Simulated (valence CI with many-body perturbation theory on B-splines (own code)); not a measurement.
# K VII: electric-dipole lines

Computed by valence CI with perturbative core correlation (CI+MBPT): three valence electrons over a frozen Dirac-Fock core [Ne], radial functions for each j: 11 s, 11 p, 10 d, 8 f, 5 g, 2 h, with the one-electron correlation potential Σ1 (screened to all orders), the two-electron term Σ2, the three-electron term Σ3, Breit, model QED; selected single and double excitations, second order for the rest, scaled by the run's own slope (own B-spline code, finite nucleus).

Set against measurement, 69 paired levels are off by 138 cm⁻¹ on average, the worst by 367. These come from a selection out of Sansonetti, J. Phys. Chem. Ref. Data 37, 7 (2008). Levels without a partner in it may be off by more.

Lines 101 to 150 of 572 in falling wavelength, among levels below 94.584 eV, chosen from the strongest by gf and those to the six lowest levels. Wavelengths and rates use the calculated energies, so an error of 100 cm⁻¹ moves a line at 787.9 Å by 0.079 % and its rate by three times that or more. Electric multipoles are in the length gauge, E1 and E2 with the static RPA response of the core. Weak lines are less certain than strong ones. Lines between different terms over intervals too small for the method are left out, as are lines whose strength nearly cancels. Where a level lies close to another of its J and parity, the split of strength between their lines is uncertain. The highest levels of a list are the least certain.

Names give the largest LS component (configuration and term), which can be under half, so a name can repeat, a term be missing and a line seem to break the LS rules; names also repeat where a configuration has a term twice. Letters in brackets count levels of one name in rising energy.

| λ vac (Å) | λ from measured levels | Upper | Lower | A (s⁻¹) | S (a.u.) |
| --- | --- | --- | --- | --- | --- |
| 1263 |  | 3s3p4d ⁴F°_7/2 | 3s3p4p ⁴D_7/2 | 4.27e+08 | 3.40e+00 |
| 1249 |  | 3s3p4d ⁴F°_5/2 | 3s3p4p ⁴D_5/2 | 6.39e+08 | 3.69e+00 |
| 1247 |  | 3s3p4d ⁴F°_3/2 | 3s3p4p ⁴D_3/2 | 4.88e+08 | 1.87e+00 |
| 1245 |  | 3s3p4d ⁴F°_9/2 | 3s3p4p ⁴D_7/2 | 2.28e+09 | 2.17e+01 |
| 1240 |  | 3s3p4d ⁴F°_3/2 | 3s3p4p ⁴D_1/2 | 1.11e+09 | 4.17e+00 |
| 1238 |  | 3s3p4d ⁴F°_5/2 | 3s3p4p ⁴D_3/2 | 1.06e+09 | 5.98e+00 |
| 1235 |  | 3s3p4d ⁴F°_7/2 | 3s3p4p ⁴D_5/2 | 1.73e+09 | 1.29e+01 |
| 1222 |  | 3s3p4d ²D°_5/2 [b] | 3s3d² ²P_3/2 | 2.20e+08 | 1.19e+00 |
| 1215 |  | 3s3p4d ⁴F°_5/2 | 3s3p4p ²P_3/2 [a] | 3.99e+08 | 2.12e+00 |
| 1208 |  | 3s3p4d ⁴F°_3/2 | 3s3p4p ²P_1/2 [a] | 3.92e+08 | 1.37e+00 |
| 1101 |  | 3s3p4d ²P°_3/2 | 3s3p4p ²P_3/2 [a] | 5.71e+08 | 1.51e+00 |
| 1040 |  | 3p²3d ²G_7/2 | 3s3p3d ²F°_5/2 [b] | 2.16e+08 | 9.60e-01 |
| 1029 |  | 3p²3d ²G_9/2 | 3s3p3d ²F°_7/2 [b] | 2.28e+08 | 1.23e+00 |
| 947.5 |  | 3p²3d ²F_7/2 [a] | 3s3p3d ²F°_7/2 [a] | 2.68e+08 | 8.98e-01 |
| 927.4 |  | 3s²5d ²D_3/2 | 3s²4f ²F°_5/2 | 5.65e+08 | 8.90e-01 |
| 927.1 |  | 3s²5d ²D_5/2 | 3s²4f ²F°_7/2 | 5.38e+08 | 1.27e+00 |
| 912.2 |  | 3s²5p ²P°_1/2 | 3s²4d ²D_3/2 | 2.02e+09 | 1.51e+00 |
| 909.6 |  | 3s²5p ²P°_3/2 | 3s²4d ²D_5/2 | 2.37e+09 | 3.53e+00 |
| 897.5 |  | 3p²4s ²D_5/2 | 3s3p4s ²P°_3/2 [b] | 7.87e+08 | 1.68e+00 |
| 894.6 |  | 3p²4s ²D_3/2 | 3s3p4s ²P°_1/2 [b] | 7.05e+08 | 9.97e-01 |
| 822.7 |  | 3p3d² ²G°_9/2 | 3s3d² ²G_9/2 | 4.40e+08 | 1.21e+00 |
| 822.1 |  | 3p3d² ²G°_7/2 | 3s3d² ²G_7/2 | 4.14e+08 | 9.08e-01 |
| 806.0 |  | 3s3p4f ⁴F_9/2 | 3s²4f ²F°_7/2 | 9.86e+08 | 2.55e+00 |
| 801.7 |  | 3s²5g ²G_7/2 | 3s²4f ²F°_5/2 | 7.46e+09 | 1.52e+01 |
| 801.3 |  | 3s²5g ²G_9/2 | 3s²4f ²F°_7/2 | 7.04e+09 | 1.79e+01 |
| 800.3 |  | 3p²3d ²F_5/2 [a] | 3s3p3d ²D°_3/2 [a] | 4.94e+08 | 7.50e-01 |
| 793.5 |  | 3p3d² ⁴G°_5/2 | 3s3d² ⁴F_3/2 | 1.03e+09 | 1.52e+00 |
| 792.2 |  | 3p²3d ²F_7/2 [a] | 3s3p3d ²D°_5/2 [a] | 5.29e+08 | 1.04e+00 |
| 789.3 |  | 3p3d² ⁴G°_7/2 | 3s3d² ⁴F_5/2 | 1.04e+09 | 2.02e+00 |
| 787.9 | 787.2 | 3p³ ²P°_3/2 | 3s3p² ²P_3/2 | 7.56e+08 | 7.30e-01 |
| 784.0 |  | 3p3d² ⁴G°_9/2 | 3s3d² ⁴F_7/2 | 1.14e+09 | 2.71e+00 |
| 780.2 | 780.2 | 3p²3d ²D_5/2 [b] | 3s3p3d ²P°_3/2 [b] | 5.96e+08 | 8.38e-01 |
| 777.5 |  | 3p3d² ²H°_9/2 | 3s3d² ²G_7/2 | 1.96e+09 | 4.54e+00 |
| 777.5 |  | 3p3d² ⁴G°_11/2 | 3s3d² ⁴F_9/2 | 1.30e+09 | 3.62e+00 |
| 768.8 | 768.1 | 3p²3d ²F_5/2 [b] | 3s3p3d ²D°_3/2 [b] | 7.45e+08 | 1.00e+00 |
| 767.6 | 767.0 | 3p²3d ²F_7/2 [b] | 3s3p3d ²D°_5/2 [b] | 7.95e+08 | 1.42e+00 |
| 765.2 |  | 3p3d² ²H°_11/2 | 3s3d² ²G_9/2 | 2.11e+09 | 5.61e+00 |
| 757.5 |  | 3p²3d ²G_9/2 | 3s3p3d ²F°_7/2 [a] | 1.29e+09 | 2.77e+00 |
| 745.3 |  | 3p²3d ²G_7/2 | 3s3p3d ²F°_5/2 [a] | 1.30e+09 | 2.12e+00 |
| 729.4 |  | 3p3d² ⁴D°_5/2 | 3s3d² ⁴P_3/2 | 8.09e+08 | 9.30e-01 |
| 726.0 |  | 3p3d² ⁴D°_7/2 | 3s3d² ⁴P_5/2 | 1.25e+09 | 1.88e+00 |
| 698.0 | 698.1 | 3p²3d ⁴F_5/2 | 3s3p3d ⁴D°_3/2 | 7.60e+08 | 7.66e-01 |
| 695.0 | 695.2 | 3p²3d ⁴F_7/2 | 3s3p3d ⁴D°_5/2 | 9.23e+08 | 1.22e+00 |
| 690.3 | 690.4 | 3p²3d ⁴F_9/2 | 3s3p3d ⁴D°_7/2 | 1.24e+09 | 2.02e+00 |
| 685.8 | 685.4 | 3p³ ²D°_3/2 | 3s3p² ²D_3/2 | 7.98e+08 | 5.08e-01 |
| 685.1 | 684.7 | 3p³ ²D°_5/2 | 3s3p² ²D_5/2 | 9.03e+08 | 8.60e-01 |
| 684.4 | 684.6 | 3s3p3d ²F°_7/2 [a] | 3s²3d ²D_5/2 | 6.23e+08 | 7.88e-01 |
| 684.3 | 683.9 | 3p³ ²D°_5/2 | 3s3p² ²D_3/2 | 7.10e+07 | 6.74e-02 |
| 678.7 |  | 3p3d² ⁴P°_3/2 | 3s3d² ⁴P_5/2 | 1.10e+09 | 6.76e-01 |
| 678.1 |  | 3p3d² ⁴P°_3/2 | 3s3d² ⁴P_1/2 | 1.00e+09 | 6.16e-01 |
